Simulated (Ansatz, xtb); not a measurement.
# Relative energy of two isomers of C4H4BF3O

We compare I, `O=C1C[C@@H](F)[C@@H]1B(F)F`, a singlet, with II, `CC(=O)/C=C(/F)B(F)F`, a singlet. Both are isolated molecules in the gas phase, relaxed with B3LYP-D3(BJ)/def2-SVP; the shapes shown needn't be the lowest conformers.

I (Å):

```xyz
13

C    -1.2466    1.2768   -1.1064
C    -2.3928    1.3866   -0.1036
C    -2.1934   -0.1149    0.2042
C    -1.2219   -0.2749   -0.9944
B     0.1991   -0.9024   -0.8140
F    -3.3342   -0.8718    0.1103
F     0.7432   -1.0111    0.3881
F     0.9206   -1.3013   -1.8434
O    -0.5584    2.0640   -1.6843
H    -2.2800    2.1241    0.7050
H    -3.3539    1.5507   -0.6190
H    -1.7224   -0.3117    1.1797
H    -1.7476   -0.7026   -1.8656
```

II (Å):

```yaml
atoms:
  - { symbol: C, position_ang: [-2.2478, -1.4523, -0.5732] }
  - { symbol: C, position_ang: [-1.3156, -0.7397, 0.3785] }
  - { symbol: C, position_ang: [-0.0518, -0.1341, -0.1739] }
  - { symbol: C, position_ang: [0.0633, 0.8354, -1.0960] }
  - { symbol: B, position_ang: [-1.0657, 1.6346, -1.8237] }
  - { symbol: F, position_ang: [1.3034, 1.2668, -1.4125] }
  - { symbol: F, position_ang: [-2.3384, 1.4735, -1.5046] }
  - { symbol: F, position_ang: [-0.7696, 2.5018, -2.7670] }
  - { symbol: O, position_ang: [-1.4883, -0.7206, 1.5766] }
  - { symbol: H, position_ang: [-2.4915, -0.8369, -1.4486] }
  - { symbol: H, position_ang: [-3.1639, -1.7411, -0.0415] }
  - { symbol: H, position_ang: [-1.7397, -2.3601, -0.9420] }
  - { symbol: H, position_ang: [0.8705, -0.4864, 0.3033] }
```

Problem. Which of the two would you expect CCSD(T)/def2-SVP + ΔMP2/def2-TZVPP electronic energies to favour?

Solution. Structure I; the calculation gives E(II) − E(I) = +0.091 eV.

How the difference moves with the method:

| level | geometry | E(II) − E(I) (eV) | departure from the last row (eV) | job, with rough time for the two |
| --- | --- | --- | --- | --- |
| B3LYP-D3(BJ)/def2-SVP | B3LYP-D3(BJ)/def2-SVP | +0.029 | −0.062 | optimisation, 2.2 min |
| HF/def2-SVP | B3LYP-D3(BJ)/def2-SVP | +0.080 | −0.011 | part of the CCSD(T) run |
| MP2/def2-SVP | B3LYP-D3(BJ)/def2-SVP | +0.158 | +0.067 | part of the CCSD(T) run |
| CCSD(T)/def2-SVP | B3LYP-D3(BJ)/def2-SVP | +0.070 | −0.021 | single point |
| CCSD(T)/def2-SVP + ΔMP2/def2-TZVPP | B3LYP-D3(BJ)/def2-SVP | +0.091 |  | single point, 2.5 min |

As drawn, II has 1 C=C in place of 2 C–C. Structure I has a 4-membered ring, II no ring.

None of the levels shown reverses the order. The largest departure from CCSD(T)/def2-SVP + ΔMP2/def2-TZVPP is that of MP2/def2-SVP, 0.067 eV. Levels run at GFN2-xTB geometries aren't shown. The last row adds to CCSD(T) the change of the MP2 difference between the two basis sets, here +0.021 eV.

With thermal terms from frequencies at re-optimised GFN2-xTB minima (ideal gas, soft modes damped towards free rotors, one conformer each, 298.15 K, 1 atm): on the last row, ΔE + ΔZPE = +0.060, ΔH = +0.069, ΔG = +0.068 eV.

The correlated steps freeze 9 core orbitals. Mirror images aren't counted in ΔG. Programs: Ansatz 0.2.0, xtb 6.7.1; the last row on 4 threads of Arm Neoverse V1 on a shared host.
